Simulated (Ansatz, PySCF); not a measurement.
CH7FOSi2, SMILES [SiH2](C)O[SiH2]F. Atoms are numbered in the order given.

```xyz
12

Si     1.2553    -0.8689    -0.1520
F      0.9278    -0.1980    -1.6019
O      0.2407    -0.2068     0.9511
Si    -1.0942     0.8072     0.9689
C     -2.2548     0.3394    -0.4183
H      1.0160    -2.3268    -0.2740
H      2.6627    -0.5526     0.1850
H     -1.7390     0.6531     2.3014
H     -0.6291     2.2155     0.8107
H     -1.7249     0.3951    -1.3824
H     -3.1218     1.0185    -0.4570
H     -2.6294    -0.6887    -0.2881
```
Charge 0, spin multiplicity 1.

The structure is a stationary point at ωB97X-D3(BJ)/def2-SVP. This is a generated structure with no PubChem entry under its InChIKey; it may be hypothetical. The values are those of a single conformer.

Two levels are set side by side: PBE-D3(BJ)/def2-SVP (Ansatz, an electronic-structure program) and ωB97X-D3(BJ)/def2-SVP (PySCF). Each level has its own optimised geometry; the coordinates shown are those of the second. Frequencies come from the Hessian of PySCF at each geometry. Differences are taken from unrounded values.

```
quantity                            ωB97X-D3(BJ)  PBE-D3(BJ)  PBE-D3(BJ) minus ωB97X-D3(BJ)
----------------------------------  ------------  ----------  -----------------------------
mean bond length (Å)                       1.460       1.472                          0.012
bond Si1–F2 (Å)                            1.631       1.641                          0.010
bond Si1–O3 (Å)                            1.638       1.655                          0.016
bond O3–Si4 (Å)                            1.676       1.693                          0.016
bond Si4–C5 (Å)                            1.868       1.876                          0.008
bond Si1–H6 (Å)                            1.482       1.494                          0.012
bond Si1–H7 (Å)                            1.481       1.498                          0.017
bond Si4–H8 (Å)                            1.488       1.501                          0.013
bond Si4–H9 (Å)                            1.492       1.507                          0.016
bond C5–H10 (Å)                            1.102       1.109                          0.007
bond C5–H11 (Å)                            1.102       1.109                          0.007
bond C5–H12 (Å)                            1.102       1.109                          0.007
highest harmonic wavenumber (cm⁻¹)          3177        3084                            -93
mean harmonic wavenumber (cm⁻¹)             1175        1126                            -49
zero-point energy (kcal/mol)               50.40       48.31                          -2.09
```

Exact exchange shortens and stiffens bonds; PBE has none. Differences between two approximate levels are no errors against the true value.
